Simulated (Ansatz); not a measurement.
Abridged output of a molecular run in Ansatz:

```
Functional definition: HF
1452 factors; integrals over basis functions are off by at most 1.2e-3 eV
mean field evaluation 1: about -22426.7691 eV, gradient 6.6e1 eV
mean field evaluation 2: about -22426.7742 eV, gradient 6.6e1 eV
mean field evaluation 4: about -22435.6826 eV, gradient 3.9e0 eV
mean field evaluation 8: about -22435.7435 eV, gradient 3.6e-1 eV
mean field evaluation 16: about -22435.6758 eV, gradient 3.9e0 eV
mean field -22435.74406137 eV, -824.4983867618 hartree, gradient 8.1e-7 eV, S^2 0.000000; 0 other end points of the search recorded, 0 dependent functions left out
13 core orbitals not correlated: weight in the atoms' cores, before any rotation towards them, 1.000 or more for the frozen orbitals, at most 0.000 for the correlated occupied ones
reference -22435.74406137 eV, -824.4983867618 hartree; 22, 22 occupied and 114, 114 virtual orbitals, 1452 factors
second order -25.20954617 eV of doubles, -0.00000000 eV of singles
cycle   1  -25.81769519 eV  change   -6.1e-1 eV  update   1.4e-1
cycle   2  -26.54829794 eV  change   -7.3e-1 eV  update   4.5e-2
cycle   3  -26.78209443 eV  change   -2.3e-1 eV  update   2.5e-2
cycle   4  -26.77209602 eV  change    1.0e-2 eV  update   6.1e-3
cycle   5  -26.76793397 eV  change    4.2e-3 eV  update   2.6e-3
cycle   6  -26.76879854 eV  change   -8.6e-4 eV  update   8.0e-4
cycle   7  -26.76838726 eV  change    4.1e-4 eV  update   2.9e-4
cycle   8  -26.76832234 eV  change    6.5e-5 eV  update   9.5e-5
cycle   9  -26.76836018 eV  change   -3.8e-5 eV  update   3.9e-5
perturbative correction -0.67513366 eV, -0.0248107044 hartree
Total energy: -22463.18755521 eV, -825.5069165586 hartree
```

Its atoms:

```xyz
14

N     0.2994    2.8315    0.2180
Y     0.0892    0.7122    0.0648
O     1.0655   -0.2419   -1.4772
Si    1.8054   -1.0461   -2.6775
O    -1.0990   -0.2392    1.4520
Si   -2.0271   -1.0404    2.5160
H    -0.1238    3.4361    0.9121
H     0.8401    3.4346   -0.3908
H     2.8763   -1.9352   -2.1423
H     0.8367   -1.8948   -3.4293
H     2.4350   -0.1043   -3.6472
H    -1.2634   -1.3505    3.7588
H    -3.2210   -0.2331    2.8986
H    -2.5132   -2.3290    1.9440
```

Question: Which basis set was used?
A. def2-SVP
B. cc-pV(T+d)Z
C. def2-TZVPPD
D. cc-pV(Q+d)Z

Answer: A. It gives 149 functions.

Question: Write the keys of the input that set method, charge and spin (a neutral closed shell needs none for the last two).

Answer: 
```yaml
correlation: {method: ccsd_t}
```
